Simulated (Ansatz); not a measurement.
Basis-set series for CHOSbSe, SMILES `O=[C]1[Se][SbH]1`. Charge 0, multiplicity 1. Sb: def2 effective core potential. All single points use the PBE0-D4/def2-TZVP geometry.

```xyz
5

O    -0.6016    0.2867   -1.8642
C    -0.0103    0.1874   -0.8529
Se    1.6059   -0.6345   -0.2477
Sb   -0.0058    0.7532    1.2761
H    -0.9882   -0.5928    1.6887
```

```json
{"functional": "PBE0-D4", "basis": "def2-SVP", "functions": "91", "energy (Eh)": "-2754.94286", "HOMO (eV)": "-6.62", "LUMO (eV)": "-2.35"}
{"functional": "PBE0-D4", "basis": "def2-TZVPP", "functions": "174", "energy (Eh)": "-2755.38121", "HOMO (eV)": "-6.66", "LUMO (eV)": "-2.47"}
{"functional": "ωB97M-V", "basis": "def2-SVP", "functions": "91", "energy (Eh)": "-2755.12803", "HOMO (eV)": "-8.50", "LUMO (eV)": "-0.51"}
{"functional": "ωB97M-V", "basis": "def2-TZVPP", "functions": "174", "energy (Eh)": "-2755.56877", "HOMO (eV)": "-8.56", "LUMO (eV)": "-0.73"}
```

Question: Give the rows for def2-QZVPP. (An estimate is asked.)

Answer: The calculation gave: 
```
functional       basis  functions  energy (Eh)  HOMO (eV)  LUMO (eV)
   PBE0-D4  def2-QZVPP        315  -2755.43946      -6.68      -2.49
   ωB97M-V  def2-QZVPP        315  -2755.62510      -8.58      -0.79
```

Scalar relativity is left out up to krypton.

Results of the Gaussian-basis code of Ansatz.
